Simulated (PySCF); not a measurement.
C3H3BO3S.
Geometry (PBE0-D3(BJ)/def2-SVP, Å), atoms numbered from 1 in this order:
```
atom  x, y, z in Å
O1     0.2428    1.7570    1.4207
C2     0.9132    1.2999    0.5141
C3     0.5142    0.1269   -0.2678
C4     1.2705   -0.3217   -1.2585
S5     2.1360   -0.8581   -2.4198
B6    -0.8531   -0.6048    0.0784
O7    -1.2005   -1.7003   -0.6417
O8    -1.6192   -0.1187    1.0723
H9     1.8835    1.7740    0.2437
H10   -2.0461   -2.0568   -0.3470
H11   -1.1853    0.6676    1.4670
```

The calculation used PySCF, PBE0-D3(BJ)/def2-SVP geometry optimisation, gas phase.

Take the most abundant isotopes and a rigid rotor. The values belong to one conformer with, in the numbering `[O:1]=[CH:2][C:3](=[C:4]=[S:5])[B:6]([OH:7])[OH:8]`, O1–C2–C3–C4 179°, C3–B6–O7–H 180°, C3–B6–O8–H 0°.

Problem. What are A, B and C (GHz)?

Solution. Ia = 199.24, Ib = 437.94, Ic = 637.15 u·Å²; 505379 MHz·u·Å²/I gives 2537, 1154 and 793.2 MHz, that is A = 2.5366, B = 1.1540, C = 0.7932 GHz.

Problem. Classify the top.

Solution. An asymmetric top. Ray's parameter κ = (2B − A − C)/(A − C) = -0.586; −1 is the prolate and +1 the oblate limit.

Problem. Is it planar, by Δ = Ic − Ia − Ib?

Solution. Not planar: Δ = Ic − Ia − Ib = -0.03 u·Å². For a rigid frame Δ = −2 Σ m c², so Σ m c² = 0.02 u·Å² lies off the ab plane: 0.00 from hydrogen and 0.01 from heavier atoms. The atom farthest from that plane is 0.03 Å away.

Problem. Which lines would a microwave search look for?

Solution. The dipole components are |μa| = 2.01 D, |μb| = 0.11 D, |μc| = 0.00 D; the mirror of this Cs structure is the ab plane, so μc vanishes by symmetry and there are no c-type lines. Intensities carry the squares of the components, which stand as 1.00 : 0.00 (a : b). Some of the stronger lines:

```csv
type,branch,"J(Ka,Kc)",MHz,lower level (cm⁻¹)
a,Q,"1(1,0) ← 1(1,1)",361,0.111
a,Q,"2(1,1) ← 2(1,2)",1082,0.229
b,Q,"1(1,0) ← 1(0,1)",1743,0.065
a,R,"1(0,1) ← 0(0,0)",1947,0.000
b,Q,"2(1,1) ← 2(0,2)",2166,0.193
b,R,"2(0,2) ← 1(1,1)",2450,0.111
b,R,"1(1,1) ← 0(0,0)",3330,0.000
a,R,"2(1,2) ← 1(1,1)",3534,0.111
a,R,"2(0,2) ← 1(0,1)",3833,0.065
b,Q,"2(2,0) ← 2(1,1)",4210,0.265
a,R,"2(1,1) ← 1(1,0)",4255,0.123
b,R,"2(1,2) ← 1(0,1)",4916,0.065
b,Q,"2(2,1) ← 2(1,2)",5230,0.229
b,R,"2(2,1) ← 1(1,0)",8403,0.123
b,R,"2(2,0) ← 1(1,1)",8826,0.111
```

Problem. Estimate the classical rotational partition function at 25 K, 50 K and 200 K.

Solution. Point group Cs, symmetry number σ = 1; q = (√π/σ)·√((kT/h)³/(ABC)), k/h = 20836.6 MHz/K: 13800 at 25 K, 39100 at 50 K, 313000 at 200 K.

Whether it is a minimum is left open (no frequencies). These are rigid-rotor constants of the computed structure; measured ground-state constants (B0) also hold zero-point vibration. Quadrupole hyperfine structure (11B) is left out.

Time: 68 s; peak memory 0.51 GiB. Hardware: Arm Neoverse V1, one thread, on a shared host. This is the geometry optimisation.
